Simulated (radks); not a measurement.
Valence configurations of O2+ (all share [He]). Calculated with a radial shooting solver on a logarithmic mesh with Libxc functionals: scalar-relativistic Kohn-Sham, PBE, spin-unpolarised, spherical densities, finite nucleus; Fermi nuclear charge, rms radius 2.6991 fm. Energies are relative to 2s2 2p2; eigenvalues in eV.

valence      E (eV)    e(2p)    e(2s)
2s2 2p2       0.000  -43.242  -58.346
2s1.5 2p2.5   7.559  -43.080  -58.213
2s1 2p3      15.133  -42.929  -58.089
2s0.5 2p3.5  22.720  -42.786  -57.974
2p4          30.321  -42.654        -

NIST lists [He] 2s2 2p2 as the ground configuration; this level of theory agrees among the configurations tried. The energies are those of spherical spin-averaged densities, not of single terms.
